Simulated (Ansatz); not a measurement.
System: Hg2 (charge +2, singlet). 
Coordinates optimised at B3LYP-D3(BJ)/def2-TZVP (Ansatz, a quantum-chemistry and plane-wave program):
```
Hg
Hg 1 2.7178
```
Charge +2, spin multiplicity 1.

Property: vertical electron affinity (to the doublet state of charge +1; a negative value means that the extra electron is unbound and the number depends on the basis; each state is the SCF solution reached for its spin), in eV. Cores are frozen in the correlated levels unless marked. UHF or UKS for open shells. Spin-orbit coupling is left out. Frozen are the shells of the preceding noble gas and the d and f shells that filled before the atom's block. In def2 rows, elements after Kr have scalar-relativistic effective core potentials. Basis-set limits of correlation are two-point, X^-3; Hartree-Fock from the larger set.

```
level               program  vertical electron affinity (eV)
------------------  -------  -------------------------------
PBE/def2-TZVPD       Ansatz                            14.78
B3LYP/def2-TZVPD     Ansatz                            14.75
wB97M-V/def2-TZVPD   Ansatz                            14.29
wB97X/def2-TZVPD     Ansatz                            14.33
```

Q: Predict the CCSD(T)/CBS(def2-TZVPPD,def2-QZVPPD) result (Ansatz).

A: 14.58 eV, so wB97X/def2-TZVPD differs from it by -0.25 eV.
